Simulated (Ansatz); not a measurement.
Calculated with Ansatz (gas phase, PBE0-D4/def2-TZVP geometries, no zero-point term in ΔE). CCSD(T)/CBS is the MP2 limit (def2-TZVPP, def2-QZVPP) plus CCSD(T) − MP2 in def2-TZVPP, frozen cores. This one scheme is used for every species. Double bonds are as drawn, so ΔE can hold a change between cis and trans. Functionals use def2-TZVPP.

Reaction (formal exchange of groups at the Al–C bond): `C/C(Cl)=[CH]\[AlH2]` + `FCCl` → `F[CH2][AlH2]` + `C/C(Cl)=C\Cl`

```json
{"level": "B2PLYP", "ΔE (kcal/mol)": "12.2"}
{"level": "SCS-MP2/def2-TZVPP", "ΔE (kcal/mol)": "12.6"}
```

(1) What does CCSD(T)/CBS give? (Estimate.)

Largest T1 diagnostic among the species: 0.011.

Answers

(1) The calculation gave: +12.1 kcal/mol. The listed levels differ from it by 0.1, 0.5 kcal/mol.
